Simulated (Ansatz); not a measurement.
Two isomers of C2H6BClO: A = `CCOBCl`, B = `COCBCl`.

Program: Ansatz. Geometries: PBE0-D4/def2-TZVP. ΔE: electronic, gas phase. CCSD(T)/CBS adds triple-zeta CCSD(T) − MP2 to the extrapolated MP2 energy (def2 sets, frozen cores). Functionals use def2-TZVPP. B3LYP here is the variant with VWN-RPA as its local correlation; programs differ in this. Each species was taken in one conformer, which may not be the lowest.

Which is lower in electronic energy at CCSD(T)/CBS, and by how much? (An estimate is asked.)

The calculation gave: A, by 48.2 kcal/mol.

Give E(B) − E(A) in kcal/mol with PBE-D4, ωB97M-V, PBE0-D4, MP2/def2-TZVPP, CCSD(T)/def2-TZVPP, r2SCAN-D4, B3LYP. (An estimate is asked.)

The calculation gave: PBE-D4 46.1, ωB97M-V 47.4, PBE0-D4 46.8, MP2/def2-TZVPP 49.2, CCSD(T)/def2-TZVPP 48.0, r2SCAN-D4 47.6, B3LYP 47.6. None reverses the order clearly.

Does the order hold for the free energy at 298.15 K (harmonic terms from PBE0-D4)? (Best estimate.)

Ansatz gave: Yes: G(B) − G(A) = +47.0 kcal/mol, for one conformer each.

Largest T1 diagnostic: 0.012.

Leaving LDA and LC-ωPBE aside and taking each functional with its dispersion term where it has one, the values, not all of them listed here, spread over 2.9 kcal/mol, from revPBE-D4 to B2PLYP. LDA lies +1.0 kcal/mol from PBE without D4. At CCSD(T), def2-SVP lies +2.3 kcal/mol from the extrapolated value and def2-TZVPP −0.2 kcal/mol.
